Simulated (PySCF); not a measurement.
Correlation energy of Si (silicon, neutral)

[Ne] 3s2 3p1 3d1, one real determinant (an excited configuration). Calculation: PySCF 2.14, in aug-cc-pV(T+d)Z with one added diffuse shell each of s, p, d, f type (7s6p5d3f, 71 functions); the non-relativistic Hamiltonian (point nucleus). Frozen: [Ne]; 4 electrons correlated.

```
  level  correlation energy (mhartree)
   CCSD                         -76.24
    (T)                         -13.36
CCSD(T)                         -89.60
```

Diagnostics: T1 = 0.14, D1 = 0.3821, largest double amplitude 0.462.

Question: Is a single reference adequate?

Answer: Not fully. The real determinant used has ⟨L²⟩ near 8 against 12 for a pure F term, so it mixes terms. The outer electron is Rydberg-like, and this basis confines it to a smaller radius and binds it less than a complete one would. T1 exceeds 0.03, a sign that the reference determinant is poor. A double-excitation amplitude exceeds 0.15, a sign of near-degeneracy.

The reference is one real determinant that mixes LS terms of this configuration.
